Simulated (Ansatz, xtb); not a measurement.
# Relative energy of two isomers of C5H3NSe

We compare X, `N#Cc1ccc[se]1`, a singlet, with Y, `N#Cc1cc[se]c1`, a singlet. Both are isolated molecules in the gas phase, relaxed with r2SCAN-D4/def2-SVP.

Q: Estimate E(Y) − E(X) at the level CCSD(T)/def2-SVP + ΔMP2/def2-TZVPP.

A: Too close to call at this level: CCSD(T)/def2-SVP + ΔMP2/def2-TZVPP gives E(Y) − E(X) = −0.31 kcal/mol.

How the difference moves with the method:

```csv
level,geometry,E(Y) − E(X) (kcal/mol),departure from the last row (kcal/mol),"job, with rough time for the two"
GFN2-xTB,GFN2-xTB,+0.20,+0.51,"optimisation, 0.12 s"
HF/STO-3G,GFN2-xTB,−0.43,−0.12,"single point, 0.36 s"
r2SCAN-D4/def2-SVP//GFN2-xTB,GFN2-xTB,+0.93,+1.24,"single point, 3.2 s"
r2SCAN-D4/def2-SVP,r2SCAN-D4/def2-SVP,+0.94,+1.25,"optimisation, 24 s"
HF/def2-SVP,r2SCAN-D4/def2-SVP,−0.96,−0.65,part of the CCSD(T) run
MP2/def2-SVP,r2SCAN-D4/def2-SVP,−0.01,+0.30,part of the CCSD(T) run
CCSD(T)/def2-SVP,r2SCAN-D4/def2-SVP,−0.27,+0.04,single point
CCSD(T)/def2-SVP + ΔMP2/def2-TZVPP,r2SCAN-D4/def2-SVP,−0.31,,"single point, 52 s"
```

As drawn, both hold the same kinds of bond in the same numbers.

The largest departure from CCSD(T)/def2-SVP + ΔMP2/def2-TZVPP is that of r2SCAN-D4/def2-SVP, 1.25 kcal/mol. The last row adds to CCSD(T) the change of the MP2 difference between the two basis sets, here −0.04 kcal/mol.

With thermal terms from frequencies at re-optimised GFN2-xTB minima (ideal gas, soft modes damped towards free rotors, one conformer each, 298.15 K, 1 atm): the zero-point term adds −0.08 kcal/mol; ΔH is −0.41 and ΔG −0.36 kcal/mol.

The correlated steps freeze 15 core orbitals; the filled d shell of Se is correlated, in a basis made for valence electrons. Codes used: Ansatz 0.2.0, xtb 6.7.1; the last row on 4 threads of Arm Neoverse V2 on a shared host.
